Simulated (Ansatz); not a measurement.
`BC(C)(C)C` + `[OH][Al]([Cl])[Cl]` → `B[O][Al]([Cl])[Cl]` + `CC(C)C` at 400 K and 1 bar (ligand exchange at a B–C bond).

Calculated with Ansatz (gas phase, PBE0-D4/def2-TZVP geometries, no zero-point term in ΔE). CBS: MP2 limit from def2 TZ/QZ plus the TZ coupled-cluster correction, frozen cores. Each species was taken in one conformer, which may not be the lowest.

```tsv
species	CCSD(T)/CBS energy (Eh)	H − E (kJ/mol)	S (J/(mol·K))
`BC(C)(C)C`	-183.61206	406.5	374.5
`[OH][Al]([Cl])[Cl]`	-1237.55309	70.3	347.5
`B[O][Al]([Cl])[Cl]`	-1262.97636	107.8	394.3
`CC(C)C`	-158.24397	373.6	323.8
```

H − E and S are ideal-gas, rigid-rotor, harmonic terms from PBE0-D4/def2-TZVP, for one conformer and one mirror image of each species. 1 Eh = 2625.50 kJ/mol, R = 8.31446 J/(mol·K).

**Question.** By hand: ΔE, ΔH, ΔS and ΔG.

**Answer.** ΔE = (-1262.97636) + (-158.24397) − (-183.61206) − (-1237.55309) = -0.05518 Eh = -144.9 kJ/mol. Δ(H − E) = 107.8 + 373.6 − 406.5 − 70.3 = 4.6, so ΔH = -140.3 kJ/mol. ΔS = 394.3 + 323.8 − 374.5 − 347.5 = -3.9 J/(mol·K). ΔG = -140.3 − 400 × (-3.9)/1000 = -138.7 kJ/mol.

**Question.** By hand: the equilibrium constant, and the temperature at which ΔG would vanish if ΔH and ΔS stayed fixed.

**Answer.** log₁₀ K = −ΔG/(RT ln 10) = 18.1. ΔG = 0 at ΔH/ΔS = 35974 K, far beyond where these terms or the molecules hold.

The number of gas molecules stays the same, so ΔS is small and ΔH decides. A doubt of 5 kJ/mol in ΔE shifts log₁₀ K by 0.7 here. Other conformers and mirror images would add mixing entropy, several J/(mol·K) or more a flexible species. These are equilibria of isolated gas molecules and say nothing of rates. Largest T1 diagnostic: 0.011 (customary marks: 0.02 for closed shells, 0.045 for open ones).
